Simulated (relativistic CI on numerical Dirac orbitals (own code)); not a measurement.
## Slater and spin-orbit integrals, Pt57+

Method of calculation: Dirac-Coulomb-Breit CI, orbitals from a KLI potential per configuration, model QED, unscaled Slater integrals (own radial code, finite nucleus).

Slater integrals F^k, G^k are unscaled and averaged over j, outside the closed core [Ne]; ζ comes from projecting the Hamiltonian with its Breit term on Σ l·s of the shell.

- 3s2 3p6 3d3: F^2(3d,3d) = 653690, F^4(3d,3d) = 422750, ζ(3d) = 308040 cm⁻¹; <r>(3d) = 0.1567, <r^2>(3d) = 0.0284 (bohr units).
- 3s2 3p5 3d4: ζ(3p) = 2.3137e+06, F^2(3d,3d) = 652880, F^4(3d,3d) = 422200, F^2(3p,3d) = 561740, G^1(3p,3d) = 591580, G^3(3p,3d) = 396700, ζ(3d) = 305810 cm⁻¹; <r>(3p) = 0.1754, <r^2>(3p) = 0.03568, <r>(3d) = 0.1569, <r^2>(3d) = 0.02847 (bohr units).
- 3s 3p6 3d4: F^2(3d,3d) = 652610, F^4(3d,3d) = 422020, G^2(3s,3d) = 459370, ζ(3d) = 307050 cm⁻¹; <r>(3s) = 0.1772, <r^2>(3s) = 0.03596, <r>(3d) = 0.157, <r^2>(3d) = 0.02849 (bohr units).

Question: Give the Racah parameters of the d shell in 3s2 3p6 3d3.

Answer: B = F²/49 − 5F⁴/441 = 8548 cm⁻¹ and C = 35F⁴/441 = 33552 cm⁻¹.

Averages of the first 10 configurations, taken without configuration mixing, which lowers the lowest level and can move excited configurations by several eV; other configurations of the list can lie among them:

| Configuration | Parity | States | Average energy above the lowest level (eV) |
| --- | --- | --- | --- |
| 3s2 3p6 3d3 | even | 120 | 177.1 |
| 3s2 3p5 3d4 | odd | 1260 | 700.7 |
| 3s 3p6 3d4 | even | 420 | 1233.5 |
| 3s2 3p6 3d2 4s | even | 90 | 2416.4 |
| 3s2 3p6 3d2 4p | odd | 270 | 2620.1 |
| 3s2 3p6 3d2 4d | even | 450 | 2829.7 |
| 3s2 3p5 3d3 4s | odd | 1440 | 2928.8 |
| 3s2 3p6 3d2 4f | odd | 630 | 2976.9 |
| 3s2 3p5 3d3 4p | even | 4320 | 3132.9 |
| 3s 3p6 3d3 4s | even | 480 | 3464.4 |
